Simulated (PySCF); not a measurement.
## Static response to an electric field

Species: diethoxymethane, C5H12O2.
Atom-mapped SMILES: `[CH3:1][CH2:2][O:3][CH2:4][O:5][CH2:6][CH3:7]` (hydrogens: H8, H9, H10 on C1; H11, H12 on C2; H13, H14 on C4; H15, H16 on C6; H17, H18, H19 on C7)

Cartesian coordinates in Å at the GFN2-xTB level; atoms count from 1:
```
atom  x, y, z in Å
C1    -3.0043    0.4831   -0.4855
C2    -1.7513   -0.2517   -0.9526
O3    -0.6095    0.5921   -1.0291
C4     0.0511    0.7950    0.1833
O5     0.6170   -0.3662    0.7104
C6     1.6756   -0.9171   -0.0625
C7     3.0172   -0.2426    0.2059
H8    -2.9031    0.8103    0.5465
H9    -3.1781    1.3546   -1.1118
H10   -3.8609   -0.1818   -0.5563
H11   -1.5359   -1.1000   -0.2917
H12   -1.8947   -0.6221   -1.9709
H13   -0.6271    1.1602    0.9668
H14    0.8076    1.5620   -0.0329
H15    1.4219   -0.8563   -1.1276
H16    1.7205   -1.9687    0.2319
H17    3.7999   -0.7597   -0.3422
H18    3.2434   -0.2783    1.2685
H19    3.0005    0.7968   -0.1122
```

Level: PBE0/def2-SVPD (PySCF), static field, nuclei fixed, core orbitals frozen in the response. The polarisability tensor in these axes (au):

```
x   86.25 -2.95  3.54
y   -2.95 66.97  1.61
z    3.54  1.61 63.98
```

**Question.** Diagonalise the tensor; give its mean and Δα, where Δα² is half the sum of the squared differences of the eigenvalues.

**Answer.** Principal values 62.45, 67.60 and 87.15 au; mean 72.40 au = 10.73 Å³ = 11.94 × 10⁻⁴⁰ C²·m²/J; Δα = 22.57 au (31 % of the mean).

**Question.** What is the dipole moment, and where does it point?

**Answer.** (0.00, -0.26, -0.12) D, 0.28 D in size, pointing from the negative to the positive side. Measured along this direction, the outermost atoms are H13 and H14 at the negative end and H16 at the positive end.

**Question.** How large is μ²/3kT at 400 K beside α?

**Answer.** In Gaussian units μ²/3kT = 0.49 Å³ against 10.73 Å³, a ratio of 0.05; the Debye molar polarisation (4π/3)N_A(α + μ²/3kT) is 28.3 cm³/mol, leaving out the vibrational part.

**Question.** What depolarisation ratio follows for Rayleigh scattering of linearly polarised light, taking the static tensor?

**Answer.** ρ = 3Δα²/(45ᾱ² + 4Δα²) = 1528.8/(235892 + 2038.3) = 0.00643.

**Question.** Give the principal axes and the span of the nuclei along them.

**Answer.** Largest value along (0.98, -0.13, 0.14), where the nuclei span 7.62 Å; middle along (0.06, 0.89, 0.45), 2.99 Å; least along (-0.18, -0.43, 0.88), 1.86 Å. The response follows the extents in order.

**Question.** Molar refractivity from α?

**Answer.** Lorentz–Lorenz: R = (4π/3)N_A α = 2.5225 cm³/(mol·Å³) × 10.73 Å³ = 27.1 cm³/mol, in the limit of long wavelengths.

Isolated species at its GFN2-xTB geometry (one conformer only).
